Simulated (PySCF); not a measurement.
# Working out the excitation energy of Br⁺

Br⁺ [Ar] 3d10 4s2 4p4 (3P) → Br⁺ [Ar] 3d10 4s2 4p3 5s1 (5S). All numbers are calculated (PySCF 2.14, scalar relativity by spin-free X2C-1e, in aug-cc-pVDZ-DK (6s5p3d, 36 functions)). Frozen: [Ar] 3d10. Energies in hartree (1 hartree = 27.21139 eV):

| part | Br⁺ (lower) | Br⁺ (upper) |
| --- | --- | --- |
| UHF | -2603.903970 | -2603.508840 |
| MP2 opposite-spin | -0.055585 | -0.047700 |
| MP2 same-spin | -0.018188 | -0.023531 |

Task: What does Hartree-Fock give?

Result: (-2603.508840) − (-2603.903970) = 0.395130 hartree = 10.752 eV.

Task: What do MP2 and SCS-MP2 (6/5 opposite-spin, 1/3 same-spin) give?

Result: The opposite-spin parts differ by 0.215 eV and the same-spin parts by -0.145 eV. MP2: 10.752 + (0.215) + (-0.145) = 10.822 eV. SCS-MP2: 10.752 + 1.2 × (0.215) + (-0.145)/3 = 10.962 eV.

Measured between the centres of the two terms (NIST): 11.462 eV, so MP2 (valence) is off by -0.640 eV.

A double-zeta basis recovers only part of the correlation energy.

What remains against the reference includes basis incompleteness, the frozen core and correlation beyond second order.
